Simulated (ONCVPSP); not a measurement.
**Logarithmic derivatives: nitrogen (N), ONCV**

```json
{
  "Element": "nitrogen (N)",
  "Generator": "ONCVPSP 4.0.1",
  "Type": "optimised norm-conserving Vanderbilt (ONCV)",
  "Functional": "PBE",
  "Relativity": "scalar-relativistic",
  "Frozen core": "[He]",
  "Valence charge": "5",
  "Reference configuration": "2s1.75 2p3.25",
  "Partial waves": "2s: rc 1.10 bohr, ncon 4, nbas 8, qcut 7.5 1/bohr, 1 projector; 2p: rc 2.25 bohr, ncon 4, nbas 8, qcut 6 1/bohr, 1 projector; d scattering state at 0.04 Ha: rc 2.35 bohr, ncon 3, nbas 6, qcut 4.1 1/bohr, 2 projectors, debl 2.6 Ha",
  "Local potential": "polynomial inside 0.85 bohr (lpopt 5, dvloc0 4 Ha)",
  "Core correction": "Teter function, fcfact 4.5, rcfact 1.15"
}
```

The phase is arctan(r·R′/R) of the radial function R(r), unwrapped; energies in Ha, scanned from -2 to 5 Ha. A pole is an energy at which the radial function vanishes at the test radius. The pseudo phase is shifted by a multiple of π to meet the all-electron one at the reference energy, and phase errors are pseudo minus all-electron; the curves can meet again beyond the range given. Levels narrower than the energy grid can be missing from the lists of poles.

| channel | radius (bohr) | reference energy (Ha) | poles, all-electron | poles, pseudo | unbroken range about the reference energy with phases within 0.05 rad | phase error 1 Ha above the reference energy (rad) |
| --- | --- | --- | --- | --- | --- | --- |
| s | 1.12 | -0.69 | 3.16 | 2.94 | below 4.6 | -0.002 |
| p | 2.29 | -0.26 | -0.04, 2.89 | -0.04, 3.56 | below 0.4 | +0.176 |
| d | 2.39 | 0.04 | 1.87 | 1.81 | below 2.9 | -0.014 |

Note: no bound ghost flagged; GHOST(+) flagged for d at 72.5 eV.

Phases in the p channel:

```tsv
E (Ha)	all-electron	pseudo
-1.98	1.278	1.278
-1.62	1.230	1.232
-1.26	1.152	1.154
-0.90	0.980	0.985
-0.54	0.242	0.254
-0.18	-1.376	-1.375
0.18	-1.777	-1.762
0.54	-2.122	-2.050
0.90	-2.985	-2.642
1.26	-4.039	-3.722
1.62	-4.392	-4.245
1.98	-4.539	-4.445
2.34	-4.624	-4.548
2.70	-4.684	-4.613
3.06	-4.736	-4.660
3.42	-4.789	-4.699
3.78	-4.853	-4.733
4.14	-4.955	-4.768
4.50	-5.184	-4.806
4.86	-6.081	-4.855
```
